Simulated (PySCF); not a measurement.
C3H8O2.

```xyz
13

C      1.8257     0.1454     0.3725
C      0.4359     0.2827    -0.2117
O     -0.3026     1.3250     0.4054
C     -0.3862    -0.9971    -0.1386
O     -1.6773    -0.7799    -0.6152
H      2.3648     1.1016     0.3129
H      1.7785    -0.1581     1.4326
H      2.4105    -0.6166    -0.1646
H      0.5026     0.5791    -1.2721
H     -0.2565     1.1886     1.3600
H      0.0836    -1.7922    -0.7412
H     -0.3855    -1.3539     0.9176
H     -1.9120     0.1050    -0.2998
```
Charge 0, spin multiplicity 1.

Coordinates come from a PBE0-D3(BJ)/def2-SVP optimisation. The values are those of a single conformer.

Level of theory: PBE0/pcSseg-1 run with PySCF. Non-relativistic, no solvent.

Computed absolute GIAO shielding of each atom: isotropic value and principal components (ppm):
```
atom  σ(iso)    σ11    σ22    σ33   span
----  ------  -----  -----  -----  -----
C1     163.7  146.5  156.3  188.1   41.6
C2     114.6   92.7  111.1  139.9   47.3
O3     277.8  225.1  261.6  346.6  121.5
C4     113.6   91.1  105.5  144.2   53.1
O5     310.2  272.8  315.4  342.4   69.6
H6      29.7   26.0   27.2   36.0   10.0
H7      30.7   27.4   29.1   35.7    8.2
H8      30.2   26.0   27.7   36.9   11.0
H9      27.9   25.0   26.0   32.6    7.5
H10     32.3   24.7   28.7   43.5   18.8
H11     27.8   23.7   28.2   31.5    7.8
H12     28.3   23.7   28.5   32.8    9.1
H13     29.3   18.5   29.7   39.7   21.1
```
